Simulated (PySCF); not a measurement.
HOP, SMILES O=P. Atoms are numbered in the order given.

```xyz
3

P     -0.1129    -0.4713     0.0000
O      0.0549     1.0072     0.0000
H      1.2546    -0.9885     0.0000
```

Coordinates come from a TPSSh-D3(BJ)/def2-TZVPD optimisation.

Level of theory: PBE0/pcJ-2 run with PySCF.

Isotropic couplings with Fermi-contact, spin-dipole and both spin-orbit terms, one fixed conformer, no vibrational averaging. Isotopes: 1H, 31P.

Computed spin–spin coupling constants:
| pair | bonds apart | J (Hz) |
|---|---|---|
| P1–H3 | 1 | -22.3 |
